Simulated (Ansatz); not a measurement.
Harmonic vibrations of CH₃AlINO, SMILES `[I][Al]1[NH]C[O]1` by finite differences.

```yaml
crystal:
  periodic: [false, false, false]
  atoms:
    - {symbol: I, position_ang: [-2.908822, 2.234329, -0.055608]}
    - {symbol: Al, position_ang: [-0.977963, 0.751304, -0.120327]}
    - {symbol: N, position_ang: [0.156482, -0.111061, 0.895737]}
    - {symbol: C, position_ang: [0.778925, -0.599421, -0.339026]}
    - {symbol: O, position_ang: [-0.022581, 0.007001, -1.350391]}
    - {symbol: H, position_ang: [0.515356, -0.376638, 1.792775]}
    - {symbol: H, position_ang: [0.729738, -1.692174, -0.433372]}
    - {symbol: H, position_ang: [1.820965, -0.270439, -0.445588]}
basis:
  gaussian: {orbitals: def2-TZVP}
hamiltonian: {xc: pbe0, dispersion: d4}
phonons: {temperatures: {t_min: 298.15, t_max: 900, t_step: 200}}
```

```sh
$ ansatz run in.yaml --threads 4 --pin off --events-out ev --progress --plain --max-ram 10444MiB
```

Shortened log:

```
Functional definition: PBE0
mean field -19317.92534105 eV, -709.9206621235 hartree, gradient 3.5e-5 eV, S^2 0.000000; 0 other end points of the search recorded, 0 dependent functions left out
mean field -19317.92525670 eV, -709.9206590236 hartree, gradient 1.2e-6 eV, S^2 0.000000; 0 other end points of the search recorded, 0 dependent functions left out
mean field -19317.92537777 eV, -709.9206634728 hartree, gradient 1.2e-6 eV, S^2 0.000000; 0 other end points of the search recorded, 0 dependent functions left out
mean field -19317.92537299 eV, -709.9206632973 hartree, gradient 1.2e-6 eV, S^2 0.000000; 0 other end points of the search recorded, 0 dependent functions left out
mean field -19317.92528029 eV, -709.9206598905 hartree, gradient 1.2e-6 eV, S^2 0.000000; 0 other end points of the search recorded, 0 dependent functions left out
mean field -19317.92534130 eV, -709.9206621326 hartree, gradient 1.2e-6 eV, S^2 0.000000; 0 other end points of the search recorded, 0 dependent functions left out
mean field -19317.92533798 eV, -709.9206620108 hartree, gradient 1.2e-6 eV, S^2 0.000000; 0 other end points of the search recorded, 0 dependent functions left out
mean field -19317.92524039 eV, -709.9206584244 hartree, gradient 1.2e-6 eV, S^2 0.000000; 0 other end points of the search recorded, 0 dependent functions left out
mean field -19317.92526895 eV, -709.9206594738 hartree, gradient 1.2e-6 eV, S^2 0.000000; 0 other end points of the search recorded, 0 dependent functions left out
mean field -19317.92529758 eV, -709.9206605260 hartree, gradient 1.2e-6 eV, S^2 0.000000; 0 other end points of the search recorded, 0 dependent functions left out
mean field -19317.92527484 eV, -709.9206596902 hartree, gradient 1.2e-6 eV, S^2 0.000000; 0 other end points of the search recorded, 0 dependent functions left out
mean field -19317.92527108 eV, -709.9206595520 hartree, gradient 1.2e-6 eV, S^2 0.000000; 0 other end points of the search recorded, 0 dependent functions left out
mean field -19317.92527489 eV, -709.9206596921 hartree, gradient 1.2e-6 eV, S^2 0.000000; 0 other end points of the search recorded, 0 dependent functions left out
mean field -19317.92527206 eV, -709.9206595882 hartree, gradient 1.2e-6 eV, S^2 0.000000; 0 other end points of the search recorded, 0 dependent functions left out
mean field -19317.92523055 eV, -709.9206580628 hartree, gradient 1.2e-6 eV, S^2 0.000000; 0 other end points of the search recorded, 0 dependent functions left out
mean field -19317.92526854 eV, -709.9206594586 hartree, gradient 1.2e-6 eV, S^2 0.000000; 0 other end points of the search recorded, 0 dependent functions left out
mean field -19317.92529882 eV, -709.9206605715 hartree, gradient 1.2e-6 eV, S^2 0.000000; 0 other end points of the search recorded, 0 dependent functions left out
mean field -19317.92511423 eV, -709.9206537881 hartree, gradient 1.2e-6 eV, S^2 0.000000; 0 other end points of the search recorded, 0 dependent functions left out
mean field -19317.92511403 eV, -709.9206537806 hartree, gradient 1.2e-6 eV, S^2 0.000000; 0 other end points of the search recorded, 0 dependent functions left out
mean field -19317.92518493 eV, -709.9206563862 hartree, gradient 1.2e-6 eV, S^2 0.000000; 0 other end points of the search recorded, 0 dependent functions left out
mean field -19317.92513738 eV, -709.9206546388 hartree, gradient 1.2e-6 eV, S^2 0.000000; 0 other end points of the search recorded, 0 dependent functions left out
mean field -19317.92514373 eV, -709.9206548722 hartree, gradient 1.2e-6 eV, S^2 0.000000; 0 other end points of the search recorded, 0 dependent functions left out
mean field -19317.92517678 eV, -709.9206560869 hartree, gradient 1.2e-6 eV, S^2 0.000000; 0 other end points of the search recorded, 0 dependent functions left out
mean field -19317.92523596 eV, -709.9206582613 hartree, gradient 1.2e-6 eV, S^2 0.000000; 0 other end points of the search recorded, 0 dependent functions left out
mean field -19317.92523845 eV, -709.9206583530 hartree, gradient 1.2e-6 eV, S^2 0.000000; 0 other end points of the search recorded, 0 dependent functions left out
mean field -19317.92529678 eV, -709.9206604965 hartree, gradient 1.2e-6 eV, S^2 0.000000; 0 other end points of the search recorded, 0 dependent functions left out
mean field -19317.92526492 eV, -709.9206593258 hartree, gradient 1.2e-6 eV, S^2 0.000000; 0 other end points of the search recorded, 0 dependent functions left out
mean field -19317.92528453 eV, -709.9206600464 hartree, gradient 1.2e-6 eV, S^2 0.000000; 0 other end points of the search recorded, 0 dependent functions left out
mean field -19317.92531176 eV, -709.9206610470 hartree, gradient 1.2e-6 eV, S^2 0.000000; 0 other end points of the search recorded, 0 dependent functions left out
mean field -19317.92521982 eV, -709.9206576683 hartree, gradient 1.2e-6 eV, S^2 0.000000; 0 other end points of the search recorded, 0 dependent functions left out
mean field -19317.92524982 eV, -709.9206587709 hartree, gradient 1.2e-6 eV, S^2 0.000000; 0 other end points of the search recorded, 0 dependent functions left out
mean field -19317.92532266 eV, -709.9206614476 hartree, gradient 1.2e-6 eV, S^2 0.000000; 0 other end points of the search recorded, 0 dependent functions left out
mean field -19317.92530850 eV, -709.9206609272 hartree, gradient 1.2e-6 eV, S^2 0.000000; 0 other end points of the search recorded, 0 dependent functions left out
mean field -19317.92531998 eV, -709.9206613490 hartree, gradient 1.2e-6 eV, S^2 0.000000; 0 other end points of the search recorded, 0 dependent functions left out
mean field -19317.92533282 eV, -709.9206618212 hartree, gradient 1.2e-6 eV, S^2 0.000000; 0 other end points of the search recorded, 0 dependent functions left out
mean field -19317.92523625 eV, -709.9206582723 hartree, gradient 1.2e-6 eV, S^2 0.000000; 0 other end points of the search recorded, 0 dependent functions left out
mean field -19317.92520078 eV, -709.9206569685 hartree, gradient 1.2e-6 eV, S^2 0.000000; 0 other end points of the search recorded, 0 dependent functions left out
mean field -19317.92532256 eV, -709.9206614439 hartree, gradient 1.2e-6 eV, S^2 0.000000; 0 other end points of the search recorded, 0 dependent functions left out
mean field -19317.92532383 eV, -709.9206614906 hartree, gradient 1.2e-6 eV, S^2 0.000000; 0 other end points of the search recorded, 0 dependent functions left out
mean field -19317.92523590 eV, -709.9206582593 hartree, gradient 1.2e-6 eV, S^2 0.000000; 0 other end points of the search recorded, 0 dependent functions left out
mean field -19317.92525238 eV, -709.9206588649 hartree, gradient 1.2e-6 eV, S^2 0.000000; 0 other end points of the search recorded, 0 dependent functions left out
mean field -19317.92532320 eV, -709.9206614677 hartree, gradient 1.2e-6 eV, S^2 0.000000; 0 other end points of the search recorded, 0 dependent functions left out
mean field -19317.92532439 eV, -709.9206615113 hartree, gradient 1.2e-6 eV, S^2 0.000000; 0 other end points of the search recorded, 0 dependent functions left out
mean field -19317.92525990 eV, -709.9206591413 hartree, gradient 1.2e-6 eV, S^2 0.000000; 0 other end points of the search recorded, 0 dependent functions left out
mean field -19317.92524412 eV, -709.9206585613 hartree, gradient 1.2e-6 eV, S^2 0.000000; 0 other end points of the search recorded, 0 dependent functions left out
mean field -19317.92531775 eV, -709.9206612673 hartree, gradient 1.2e-6 eV, S^2 0.000000; 0 other end points of the search recorded, 0 dependent functions left out
mean field -19317.92531322 eV, -709.9206611009 hartree, gradient 1.2e-6 eV, S^2 0.000000; 0 other end points of the search recorded, 0 dependent functions left out
mean field -19317.92532281 eV, -709.9206614530 hartree, gradient 1.2e-6 eV, S^2 0.000000; 0 other end points of the search recorded, 0 dependent functions left out
mean field -19317.92532447 eV, -709.9206615141 hartree, gradient 1.2e-6 eV, S^2 0.000000; 0 other end points of the search recorded, 0 dependent functions left out
Total energy: -19318.08957928 eV, -709.9266977673 hartree
Atom 0 at    -2.908822     2.234329    -0.055608 Å, force    -0.000192     0.000105     0.000284 eV/Å
Atom 1 at    -0.977963     0.751304    -0.120327 Å, force     0.000198     0.000029    -0.000381 eV/Å
Atom 2 at     0.156482    -0.111061     0.895737 Å, force    -0.001715     0.001621    -0.002904 eV/Å
Atom 3 at     0.778925    -0.599421    -0.339026 Å, force     0.002200    -0.001101     0.000413 eV/Å
Atom 4 at    -0.022581     0.007001    -1.350391 Å, force    -0.001627     0.000756     0.000565 eV/Å
Atom 5 at     0.515356    -0.376638     1.792775 Å, force     0.000628    -0.000943     0.001503 eV/Å
Atom 6 at     0.729738    -1.692174    -0.433372 Å, force    -0.000828    -0.001533     0.000301 eV/Å
Atom 7 at     1.820965    -0.270439    -0.445588 Å, force     0.001335     0.001067     0.000218 eV/Å
Dipole moment:     0.030751    -0.019487     0.387661 e Å
Vibrations: 127.04 130.13 217.33 247.44 362.11 640.15 756.06 924.57 995.84 1007.46 1113.07 1174.20 1202.29 1365.68 1537.28 2996.41 3032.90 3711.94 cm⁻¹, zero-point energy 1.335428 eV
```

Run time 100 s (4 threads of an AMD EPYC 7B13 on a shared host); peak host memory 0.56 GiB.
